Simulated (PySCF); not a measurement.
## KBe: from constants to spectrum

r²SCAN0 constants of KBe, ²Σ⁺ (doublet), unpaired electrons σ ↑ (basis K def2-SVP, Be def2-SVP; no relativity; PySCF 2.14; masses 38.9637 and 9.0122 u):

| Item | Value |
| --- | --- |
| ωe | 168.7 cm⁻¹ |
| ωexe | 2.69 cm⁻¹ |
| Be | 0.19443 cm⁻¹ |
| αe | 0.00347 cm⁻¹ |
| De to K + Be | 0.340 eV |

(1) What force constant and bond length do these constants imply?

(2) Estimate the centrifugal constant D from the Kratzer relation and find the Dunham coefficient a1.

The bond is weak. Basis-set superposition, not corrected here, can be much of De in a small basis, most of all at correlated wavefunction levels. Functionals without a dispersion term scatter widely for such bonds, and LDA overbinds them. The state is the lowest determinant that a PBE0 search found; another state may lie lower at other levels.

## Answers

(1) Reduced mass μred = 7.3193 u; k = 5.8918×10⁻⁷·μred·ωe² (u, cm⁻¹, mdyn/Å) = 0.123 mdyn/Å; Re = √(16.8576/(μred·Be)) (u, cm⁻¹, Å) = 3.442 Å.

(2) D = 4Be³/ωe² = 1.03e-06 cm⁻¹; a1 = −1 − αeωe/(6Be²) = -3.58.
